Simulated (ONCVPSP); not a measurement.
# Varying the ONCV potential for Si (Z = 14)

Base potential:

ONCVPSP 4.0.1 input, shortened (lines: element, Z, core and valence counts, functional; n l f; lmax; l rc ep ncon nbas qcut; lloc lpopt rc5 dvloc0; l nproj debl; icmod fcfact rcfact), LDA (Perdew-Zunger), fully relativistic:

```
  Si 14.00    3    1        3      upf
    1    0    2.00
    2    0    2.00
    2    1    6.00
    3    0    2.00
    2
    0    1.45    0.00    4    8    5.70
    1    1.25    0.30    4    8    5.20
    2    1.50    0.14    4    8    5.60
    4    3    0.80   -1.00
    0    2    0.40
    1    2    2.10
    2    3    3.80
    3    3.00    1.60
```

Open shells are filled in proportion to 2j + 1.

In the s channel the program set the typed energies aside and used -1.053, 0.250 Ha.

All-electron outer shells of the reference configuration (LDA (Perdew-Zunger), scalar-relativistic, ld1.x):

```tsv
shell	level (eV)	outermost node (bohr)	outermost maximum (bohr)
2p	-116.98	–	0.39
3s	-28.66	0.72	1.69
```

Cutoffs, loose and tight: the cutoffs (Ha) at which the residual kinetic energy of the hardest occupied pseudo-wave falls to 1 and 0.1 mHa per electron. They do not see the model core or the augmentation charge, which bear on the density cutoff. Test errors are all-electron minus pseudo excitation energies from the reference, over the configurations 3s2 3p2; 3s2 3p1; 3s1; 3s1 3p2. A dash means not determined; rows that change the core or the reference have their own tests.

For the base: The cutoffs count occupied waves only; projector 1 of the p channel, the hardest unoccupied one, needs 120 Ha at the loose tolerance.

A true bound ghost makes a file unfit for plane-wave use even where its test errors are small: the radial tests pick states by their node count and pass the ghost by.

| change | outcome | cutoff, loose | cutoff, tight | bound ghosts | GHOST(+) flags above zero | largest test error (meV) |
| --- | --- | --- | --- | --- | --- | --- |
| base | generated, projector energies reset by the program | 8.3 Ha | 44 Ha | s, p3/2, p1/2 | p3/2 | +69 |
| d: rc 1.48 | generated, projector energies reset by the program | 8.3 Ha | 44 Ha | s, p3/2, p1/2 | p3/2 | +69 |
| scalar-relativistic | generated, projector energies reset by the program | 8.3 Ha | 44 Ha | s, p | p | +107 |
| p: rc 1.32 | generated, projector energies reset by the program | 8.3 Ha | 44 Ha | s, p1/2 | p3/2, p1/2 | +42 |
